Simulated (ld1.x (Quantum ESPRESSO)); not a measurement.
# iron: variants of one TM potential

Base potential:

- Element: Fe
- Generator: ld1.x (Quantum ESPRESSO) 7.5
- Type: norm-conserving Troullier–Martins (Kleinman–Bylander form)
- Functional: PBE
- Relativity: fully relativistic
- Frozen core: [Ar]
- Valence charge: 8
- Reference configuration: 3d6 4s2 4p0
- Partial waves: 4s (bound): rc 2.15 bohr; 4p (bound, empty): rc 2.30 bohr; 3d (bound): rc 1.05 bohr
- Local potential: all-electron potential smoothed inside 1.15 bohr (lloc = -1)
- Core correction: a·sin(br)/r model core, default radius (core density twice the valence density)

Open shells are filled in proportion to 2j + 1 (rel_dist='average').

All-electron outer shells of the reference configuration (PBE, scalar-relativistic, ld1.x):

```tsv
shell	level (eV)	outermost node (bohr)	outermost maximum (bohr)
3s	-94.02	0.33	0.70
3p	-60.04	0.30	0.72
3d	-7.50	–	0.71
4s	-5.29	1.00	2.41
4p	-1.33	1.10	3.33
```

Cutoffs, loose and tight: the cutoffs (Ry, on a coarse ladder) from which the occupation-weighted sum of valence levels, in a spherical-Bessel basis at the reference potential, stays within 10 and 1 mRy of its value at 400 Ry. They do not see the model core or the augmentation charge, which bear on the density cutoff. Test errors are all-electron minus pseudo excitation energies from the reference, over the configurations 3d6 4s1 4p0; 3d6 4s0 4p0; 3d5 4s0 4p0; 3d6 4s0 4p2; 3d5 4s2 4p1; 3d6.5 4s1.5 4p0; 3d6 4s1.5 4p0. A dash means not determined; rows that change the core or the reference have their own tests. The largest error is taken over the tests solved by every variant that gives reliable tests at all: 3d5 4s0 4p0; 3d6 4s0 4p0; 3d6 4s0 4p2; 3d6 4s1 4p0; 3d6 4s1.5 4p0.

A true bound ghost makes a file unfit for plane-wave use even where its test errors are small: the radial tests pick states by their node count and pass the ghost by. Where a test does run into it, the solver fails or the error is huge.

```tsv
change	outcome	cutoff, loose	cutoff, tight	bound ghosts	largest test error (meV)
base	generated	180 Ry	260 Ry	s	-155
all radii but the core radius scaled by about 0.75 (s 1.60, p 1.72, d 0.78 bohr); local potential all-electron potential smoothed inside 0.86 bohr (lloc = -1)	generated	300 Ry	over 300 Ry	s, p1/2, p3/2	-230
all radii but the core radius scaled by about 0.88 (s 1.90, p 2.02, d 0.92 bohr); local potential all-electron potential smoothed inside 1.02 bohr (lloc = -1)	generated	230 Ry	300 Ry	s, p3/2, p1/2	-167
all radii but the core radius scaled by about 1.05 (s 2.26, p 2.42, d 1.10 bohr); local potential all-electron potential smoothed inside 1.22 bohr (lloc = -1)	generated	180 Ry	230 Ry	s	-161
all radii but the core radius scaled by about 1.15 (s 2.48, p 2.64, d 1.20 bohr); local potential all-electron potential smoothed inside 1.32 bohr (lloc = -1)	generated	140 Ry	230 Ry	s	-197
all radii but the core radius scaled by about 1.27 (s 2.72, p 2.92, d 1.34 bohr); local potential all-electron potential smoothed inside 1.46 bohr (lloc = -1)	generated	140 Ry	200 Ry	s	-256
all radii but the core radius scaled by about 1.39 (s 2.98, p 3.18, d 1.46 bohr); local potential all-electron potential smoothed inside 1.60 bohr (lloc = -1)	generated	110 Ry	180 Ry	s	-384
```

Reading the sweep of the scale of all radii but the core radius (base = 1) (base included, trends over the rows without a ghost): Bound ghosts are found at 0.75, 0.88, 1, 1.05, 1.15, 1.27, 1.39. Every judged row has one, so this setting neither creates nor removes them.
